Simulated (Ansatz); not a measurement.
`[F][GeH2][CH2]Cl` + BH₃ → `B[CH2][GeH2][F]` + HCl  (formal exchange of groups at a C–Cl bond)

Computed with Ansatz on PBE0-D4/def2-TZVP structures; ΔE is electronic, products minus reactants. CBS: MP2 limit from def2 TZ/QZ plus the TZ coupled-cluster correction, frozen cores. This one scheme is used for every species. For Ge outer-core shells are correlated without core-valence functions, which leaves a few kJ/mol of doubt a bond. Scalar relativity is left out up to krypton. One conformer a species, not always the lowest.

`[F][GeH2][CH2]Cl`:

Cartesian coordinates in Å:
```
F 1.562 1.423 0.340
Ge 0.714 -0.068 0.632
C -0.877 -0.012 -0.503
Cl -0.459 -0.253 -2.212
H 1.667 -1.203 0.241
H 0.342 -0.056 2.124
H -1.585 -0.790 -0.215
H -1.365 0.958 -0.407
```

BH₃:

Z-matrix (Å, degrees):
```
B
H 1 1.193
H 1 1.193 2 120.0
H 1 1.193 2 120.0 3 180.0
```

`B[CH2][GeH2][F]`:

```xyz
10

B     0.150    1.584    0.264
C    -0.687    0.394   -0.220
Ge    0.379   -1.243   -0.011
F    -0.666   -2.514   -0.590
H     0.887    2.157   -0.486
H     0.131    1.916    1.415
H    -0.922    0.395   -1.288
H    -1.580    0.180    0.374
H     0.686   -1.589    1.452
H     1.621   -1.281   -0.911
```

HCl:

```xyz
2

Cl   -0.124   -0.623   -0.074
H     0.124    0.623    0.074
```

```tsv
species	CCSD(T)/CBS(def2) energy (Eh)
`[F][GeH2][CH2]Cl`	-2676.16960
BH₃	-26.55200
`B[CH2][GeH2][F]`	-2242.38146
HCl	-460.38127
```

**Question.** Work out ΔE.

**Answer.** ΔE = (-2242.38146) + (-460.38127) − (-2676.16960) − (-26.55200) = -0.04113 Eh = -1.12 eV.

Largest T1 diagnostic among the species: 0.012.

In def2-TZVPP, CCSD(T) changes the Hartree–Fock value by −0.14 eV (the triples alone add −0.01 eV) and MP2 by −0.16 eV.
